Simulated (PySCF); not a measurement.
CH₁₀N₂Si₃, SMILES [SiH2]1C[SiH2][Si@H](N)N1.

Geometry optimised at PBE0-D3(BJ)/def2-SVP. The structure was generated by enumeration; whether it is a known compound was not checked. One conformer was computed; it need not be the lowest.

Method: TDA-ωB97X/def2-SVPD (PySCF 2.14.0).

Vertical excitations. 

Computed lowest excited states:
| state | energy (eV) | λ (nm) | f | main pairs |
|---|---|---|---|---|
| S1 | 6.50 | 191 | 0.040 | HOMO→LUMO 67 % |
| S2 | 6.86 | 181 | 0.022 | HOMO−1→LUMO 31 %, HOMO→LUMO+1 19 %, HOMO→LUMO+2 15 %, HOMO−1→LUMO+2 10 % |
| S3 | 7.00 | 177 | 0.010 | HOMO−1→LUMO 26 %, HOMO→LUMO+1 23 %, HOMO−2→LUMO 11 %, HOMO→LUMO+3 6 % |
| S4 | 7.22 | 172 | 0.058 | HOMO−1→LUMO+1 52 %, HOMO−2→LUMO+1 8 % |
| S5 | 7.29 | 170 | 0.008 | HOMO→LUMO+1 23 %, HOMO−2→LUMO 15 %, HOMO−1→LUMO+1 10 %, HOMO−2→LUMO+1 9 % |
| S6 | 7.38 | 168 | 0.009 | HOMO→LUMO+2 27 %, HOMO−1→LUMO 15 %, HOMO−1→LUMO+2 13 %, HOMO→LUMO 7 % |
| T1 | 5.87 | 211 | 0 | HOMO→LUMO 35 %, HOMO−1→LUMO 20 %, HOMO→LUMO+1 14 %, HOMO−1→LUMO+1 10 % |
| T2 | 6.42 | 193 | 0 | HOMO→LUMO 33 %, HOMO−1→LUMO 20 %, HOMO→LUMO+2 9 %, HOMO−2→LUMO 7 % |
Triplets are in the Tamm–Dancoff approximation.
